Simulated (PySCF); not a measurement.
Computed Raman spectrum (relative Raman activity) of a molecule CH4N2OSi. Coordinates come from a B3LYP-D3(BJ)/def2-SVP optimisation. The values are those of a single conformer. All values below come from PySCF with B3LYP-D3(BJ)/def2-SVP. Frequencies are harmonic and unscaled.

Lines under 2 % of the strongest are left out, and lines within 2 cm⁻¹ are merged.

```tsv
ν (cm⁻¹)	relative intensity
265	3.2
509	3.9
675	5.2
778	6.9
888	7.0
896	3.4
927	7.5
958	5.8
1207	2.9
1542	4.3
2279	100
2291	33
2395	34
3580	84
3674	49
```

Problem. Identify the compound among the candidates.
A. N#CO[SiH2]N
B. N[Si@H]1N=CO1
C. N[SiH2]N=C=O

Solution. A, N#CO[SiH2]N
